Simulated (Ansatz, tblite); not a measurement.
Cost and result up the ladder for the cluster Ge₃Te₂ (the lowest singlet isomer of a short search) (5 atoms). The state is a singlet with charge 0. Geometry: PBE-D4/def2-SVP.

```xyz
5

Ge    0.395   -1.474    1.232
Ge    0.176    1.387   -1.376
Ge   -1.543    0.236    0.389
Te    1.009    1.171    1.199
Te   -0.038   -1.319   -1.444
```

Ansatz on 4 threads of Arm Neoverse V2 on a shared host; xTB runs through tblite on one thread. Times are rough, summed over both states, and most runs start from the orbitals of an earlier one. PBE0-D4/def2-TZVP serves as the yardstick here, not as an exact answer. The other state is a doublet.

In the def2 sets Te takes a core potential; there is no spin–orbit coupling. The xTB rows come from tblite. HOMO above LUMO, or a gap near zero within one spin, warns that the state may not be the lowest or that an electron is smeared out. The structure comes from a short search, and lower isomers may exist.

Raw xTB energies of ions are shifted by several eV.

```csv
level,functions,wall time,vertical IE (eV),difference from PBE0-D4/def2-TZVP (eV),remarks
GFN1-xTB,45,0.011 s,11.33,3.45,–
GFN2-xTB,45,0.015 s,11.45,3.57,–
PBE-D4/def2-TZVP,244,27 s,7.75,-0.13,gap within one spin near zero (+1 doublet)
PBE0-D4/def2-TZVP,244,59 s,7.88,0.00,–
r2SCAN-D4/def2-TZVP (with forces),244,70 s,7.88,0.00,–
```
